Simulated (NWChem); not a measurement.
System: CH$_{4}$F$_{3}$NSi; SMILES CN[Si](F)(F)F

The following NWChem deck was run.

```
start job
memory heap 200 mb stack 900 mb global 1100 mb
geometry units angstroms noautoz
  C     -0.080069     2.385538     0.073276
  N      0.667999     1.146967     0.132284
  Si     0.031086    -0.402455     0.001437
  F     -0.675990    -0.992404     1.316055
  F      1.207011    -1.426717    -0.360431
  F     -1.107945    -0.443569    -1.124940
  H     -0.245522     2.838677     1.066259
  H     -1.065735     2.202835    -0.379009
  H      0.428232     3.127004    -0.563700
  H      1.647631     1.241111     0.374327
end
basis spherical
  * library 6-31g*
end
dft
  xc m06-2x
  grid xcoarse
  iterations 150
  mulliken
end
task dft gradient
```

NWChem printed, in part:

```
             Northwest Computational Chemistry Package (NWChem) 7.3.0
             --------------------------------------------------------

 C1  symmetry detected

                             Geometry "geometry" -> ""
                             -------------------------

 Output coordinates in angstroms (scale by  1.889725989 to convert to a.u.)

  No.       Tag          Charge          X              Y              Z
 ---- ---------------- ---------- -------------- -------------- --------------
    1 C                    6.0000    -0.03001069     2.38042051     0.07724958
    2 N                    7.0000     0.69192907     1.12562521     0.11516454
    3 Si                  14.0000     0.01853287    -0.40902360    -0.00681172
    4 F                    9.0000    -0.67177650    -0.98866777     1.32123285
    5 F                    9.0000     1.16341960    -1.45720356    -0.39849251
    6 F                    9.0000    -1.14596300    -0.42083023    -1.10754652
    7 H                    1.0000    -0.16332927     2.83309416     1.07526642
    8 H                    1.0000    -1.02927768     2.22103258    -0.35349457
    9 H                    1.0000     0.48004681     3.11317290    -0.56834740
   10 H                    1.0000     1.67853977     1.19744525     0.33554595

 Effective nuclear repulsion energy (a.u.)     343.2254450074

                                 NWChem DFT Module
                                 -----------------

 Summary of "ao basis" -> "ao basis" (spherical)
 ------------------------------------------------------------------------------
       Tag                 Description            Shells   Functions and Types
 ---------------- ------------------------------  ------  ---------------------
 C                           6-31g*                  6       14   3s2p1d
 N                           6-31g*                  6       14   3s2p1d
 Si                          6-31g*                  8       18   4s3p1d
 F                           6-31g*                  6       14   3s2p1d
 H                           6-31g*                  2        2   2s

            General Information
            -------------------
          SCF calculation type: DFT
          Wavefunction type:  closed shell.
          No. of atoms     :    10
          No. of electrons :    58
           Alpha electrons :    29
            Beta electrons :    29
          Charge           :     0
          Spin multiplicity:     1
          Use of symmetry is: off; symmetry adaption is: off
          Maximum number of iterations: 150
          AO basis - number of functions:    96
                     number of shells:    46
          Convergence on energy requested:  1.00D-06
          Convergence on density requested:  1.00D-05
          Convergence on gradient requested:  5.00D-04

              XC Information
              --------------
                       M06-2X Method XC Functional
                     Hartree-Fock (Exact) Exchange  0.540
                        M06-2X Exchange Functional  1.000
                      M06-2X Correlation Potential  1.000

             Grid Information
             ----------------
          Grid used for XC integration:  xcoarse
          Radial quadrature: Mura-Knowles
          Angular quadrature: Lebedev.
          Tag              B.-S. Rad. Rad. Pts. Rad. Cut. Ang. Pts.
          ---              ---------- --------- --------- ---------
          C                   0.70       21           9.0       194
          N                   0.65       21           7.0       194
          Si                  1.10       42           9.0       194
          F                   0.50       21          11.0       194
          H                   0.35       21          10.0       194
          Grid pruning is: on
          Number of quadrature shells:   231
          Spatial weights used:  Erf1

      Superposition of Atomic Density Guess
      -------------------------------------

 Sum of atomic energies:        -680.88122614

      Non-variational initial energy
      ------------------------------

 Total energy =    -682.854794
 1-e energy   =   -1627.610563
 2-e energy   =     601.530324
 HOMO         =      -0.306163
 LUMO         =       0.049550

     ---------------------------------------------
      Total Density - Mulliken Population Analysis
     ---------------------------------------------

    Atom       Charge   Shell Charges
 -----------   ------   -------------------------------------------------------
    1 C    6     6.39   2.00  0.70  1.92  0.64  1.08  0.05
    2 N    7     7.94   2.00  0.80  2.61  0.76  1.75  0.02
    3 Si  14    11.96   2.00  2.00  5.97  0.60  0.89  0.04  0.16  0.30
    4 F    9     9.60   2.00  0.95  3.46  1.00  2.18  0.01
    5 F    9     9.59   2.00  0.95  3.46  1.00  2.18  0.01
    6 F    9     9.60   2.00  0.95  3.46  1.00  2.19  0.01
    7 H    1     0.80   0.48  0.32
    8 H    1     0.79   0.47  0.31
    9 H    1     0.79   0.47  0.31
   10 H    1     0.56   0.41  0.15

   convergence    iter        energy       DeltaE   RMS-Dens  Diis-err
 ---------------- ----- ----------------- --------- --------- ---------
 d= 0,ls=0.0,diis     1   -684.1809859183 -1.03D+03  1.08D-02  9.67D-01
 d= 0,ls=0.0,diis     2   -684.2074672159 -2.65D-02  4.34D-03  9.59D-01
 d= 0,ls=0.0,diis     3   -684.2800958969 -7.26D-02  5.42D-04  8.92D-03
 d= 0,ls=0.0,diis     4   -684.2807394569 -6.44D-04  2.04D-04  1.01D-03
 d= 0,ls=0.0,diis     5   -684.2808310132 -9.16D-05  6.35D-05  1.29D-04
  Resetting Diis
 d= 0,ls=0.0,diis     6   -684.2808446798 -1.37D-05  1.26D-05  1.68D-06
 d= 0,ls=0.0,diis     7   -684.2808449189 -2.39D-07  5.12D-06  2.35D-07

         Total DFT energy =     -684.280844918891
      One electron energy =    -1631.173736931450
           Coulomb energy =      669.896421521680
    Exchange-Corr. energy =      -66.228974516511
 Nuclear repulsion energy =      343.225445007391

 Numeric. integr. density =       57.995909124659

                       DFT Final Molecular Orbital Analysis
                       ------------------------------------

 Vector   27  Occ=2.000000D+00  E=-5.003137D-01
              MO Center= -3.5D-01, -9.1D-01,  1.6D-01, r^2= 2.6D+00
   Bfn.  Coefficient  Atom+Function         Bfn.  Coefficient  Atom+Function
  ----- ------------  ---------------      ----- ------------  ---------------
    49      0.396099   4 F  px               65     -0.316475   5 F  pz
    79      0.296249   6 F  pz               53      0.287071   4 F  px
    69     -0.233377   5 F  pz               77     -0.216058   6 F  px
    83      0.214615   6 F  pz               81     -0.160821   6 F  px
    50     -0.153899   4 F  py               51      0.145260   4 F  pz

 Vector   28  Occ=2.000000D+00  E=-4.500570D-01
              MO Center=  2.7D-02,  1.9D+00, -4.7D-02, r^2= 2.5D+00
   Bfn.  Coefficient  Atom+Function         Bfn.  Coefficient  Atom+Function
  ----- ------------  ---------------      ----- ------------  ---------------
     3      0.295464   1 C  px               91     -0.228016   8 H  s
     4      0.225210   1 C  py               92     -0.195718   8 H  s
    17     -0.191118   2 N  px               18     -0.189555   2 N  py
    93      0.170878   9 H  s                36      0.155752   3 Si py
     7      0.153882   1 C  px               94      0.151319   9 H  s

 Vector   29  Occ=2.000000D+00  E=-3.341215D-01
              MO Center=  5.0D-01,  1.3D+00,  1.4D-01, r^2= 1.9D+00
   Bfn.  Coefficient  Atom+Function         Bfn.  Coefficient  Atom+Function
  ----- ------------  ---------------      ----- ------------  ---------------
    19      0.519973   2 N  pz               23      0.467241   2 N  pz
    90     -0.172445   7 H  s                 5     -0.171512   1 C  pz
    89     -0.150808   7 H  s                94      0.133040   9 H  s
    93      0.117297   9 H  s                 9     -0.098434   1 C  pz
    17     -0.095704   2 N  px               21     -0.087671   2 N  px

 Vector   30  Occ=0.000000D+00  E= 7.801709D-02
              MO Center=  2.7D-01,  4.4D-01,  1.6D-01, r^2= 4.9D+00
   Bfn.  Coefficient  Atom+Function         Bfn.  Coefficient  Atom+Function
  ----- ------------  ---------------      ----- ------------  ---------------
    38      1.288213   3 Si s                20     -1.046967   2 N  s
    96      0.643095  10 H  s                 6     -0.524571   1 C  s
    52     -0.323615   4 F  s                80     -0.320361   6 F  s
    94      0.304161   9 H  s                92      0.299906   8 H  s
     8     -0.261713   1 C  py               66     -0.250783   5 F  s

[...]

                         DFT ENERGY GRADIENTS

    atom               coordinates                        gradient
                 x          y          z           x          y          z
   1 C      -0.056712   4.498343   0.145981    0.005575  -0.009427   0.000129
   2 N       1.307556   2.127123   0.217629   -0.004621   0.007282   0.000248
   3 Si      0.035022  -0.772943  -0.012872    0.005052   0.009263   0.002035
   4 F      -1.269474  -1.868311   2.496768   -0.005542  -0.004664   0.010219
   5 F       2.198544  -2.753715  -0.753042    0.009674  -0.009344  -0.003379
   6 F      -2.165556  -0.795254  -2.092959   -0.010076  -0.000416  -0.009455
   7 H      -0.308648   5.353772   2.031959   -0.001252   0.003122   0.004330
   8 H      -1.945053   4.197143  -0.668008   -0.004115   0.000789  -0.001674
   9 H       0.907157   5.883044  -1.074021    0.001447   0.004022  -0.002766
  10 H       3.171980   2.262843   0.634090    0.003859  -0.000629   0.000312
```

Level: M06-2X/6-31G* (spherical d). Geometry: optimised at PBE0/def2-SVP.
